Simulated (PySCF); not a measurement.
Ba(42+) (barium, charge +42): BLYP calculation

Configuration: [Ne] 3s2 3p2, high-spin 3P determinant. Calculation: PySCF 2.14, in an uncontracted even-tempered set (18 s from 8 bohr⁻², ratio 2.5; 12 p from 10 bohr⁻², ratio 2.5; 4 d from 42 bohr⁻², ratio 2.7; 4 f from 63 bohr⁻², ratio 2.7); scalar relativity by spin-free X2C-1e.

| Item | Value |
| --- | --- |
| Total energy | -6522.81 hartree |
| One-electron energy | -7206.36 hartree |
| Hartree (Coulomb) energy | 797.10 hartree |
| Exchange-correlation energy | -113.56 hartree |
| ⟨S²⟩ | 2.0002 |
| ⟨L²⟩ | 2.001 |
| Sum of ⟨r⟩ | 1.863 bohr |
| Sum of ⟨r²⟩ | 0.4007 bohr² |
| Traceless quadrupole moment −½Σ⟨3z² − r²⟩ along its main axis | 0.0295 e·bohr² |

```csv
shell,electrons,mean orbital energy (hartree),spread (hartree),"rms radius, mean of both spins (bohr)"
1s α,1,-1465.03620,0,0.0292
1s β,1,-1464.84137,0,0.0292
2s α,1,-309.71628,0,0.117
2s β,1,-309.56773,0,0.117
2p α,3,-288.65968,0.12118,0.104
2p β,3,-288.45094,0.28528,0.104
3s α,1,-122.97975,0,0.280
3s β,1,-122.30380,0,0.280
3p α,2,-116.47076,0,0.274
```

Spin-orbit coupling is strong in this species (close to jj coupling), so the high-spin LS determinant is a model state, not a physical level.

Densities and radii are taken from the X2C orbitals without a picture-change correction, which distorts them close to the nucleus.
